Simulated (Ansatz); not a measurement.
Cost and result up the ladder for the cluster PbO₂H₂ (the lowest singlet isomer of a short search) (5 atoms). The state is a singlet with charge 0. Geometry: PBE0-D4/def2-TZVP.

Cartesian coordinates in Å:
```
Pb -0.796 1.006 0.279
O 1.163 1.258 -0.338
O -0.580 -1.072 0.157
H -1.356 -1.589 0.390
H 1.569 0.397 -0.489
```

Ansatz on 4 threads of Arm Neoverse V1 on a shared host. Times are rough, and most runs start from the orbitals of an earlier one. CAM-B3LYP-D4/def2-TZVP serves as the yardstick here, not as an exact answer. Differences are given only for rows in sets of like size (and for xTB, whose basis is part of the method), since another set adds its own error. Binding counts from free atoms at the same level (Pb triplet, O triplet, H doublet; other spins of the atoms weren't run), without zero-point energy or a counterpoise term.

In the def2 sets Pb takes a core potential; there is no spin–orbit coupling. Correlated methods freeze 6 core orbitals; core or outer-core shells of Pb are correlated, in sets that lack core-valence functions. The structure comes from a short search, and lower isomers may exist.

Correlated methods converge slowly with the basis.

```
                 level  functions  wall time  binding energy per atom (eV)  difference from CAM-B3LYP-D4/def2-TZVP (eV)
 LDA (SPW92)/def2-TZVP        124     0.45 s                          4.01                                         0.67
      PBE0-D4/def2-SVP         64     0.55 s                          3.17                                            –
   revPBE-D4/def2-TZVP        124      0.7 s                          3.34                                         0.00
         MP2/def2-TZVP        124     0.75 s                          3.31                                        -0.03
    BHLYP-D4/def2-TZVP        124     0.85 s                          3.08                                        -0.26
     PBE-D4/def2-TZVPD        154     0.95 s                          3.48                                         0.15
CAM-B3LYP-D4/def2-TZVP        124        1 s                          3.34                                         0.00
    PBE0-D4/def2-TZVPD        154      1.1 s                          3.28                                        -0.06
     PBE0-D4/def2-TZVP        124      1.2 s                          3.26                                        -0.07
   r2SCAN-D4/def2-TZVP        124      1.4 s                          3.34                                         0.01
  r2SCANh-D4/def2-TZVP        124      1.5 s                          3.27                                        -0.06
  r2SCAN-D4/def2-TZVPD        154      1.9 s                          3.36                                         0.02
      B97M-V/def2-TZVP        124      2.4 s                          3.38                                         0.04
    CCSD(T)/def2-TZVPP        140       13 s                          3.24                                        -0.09
```
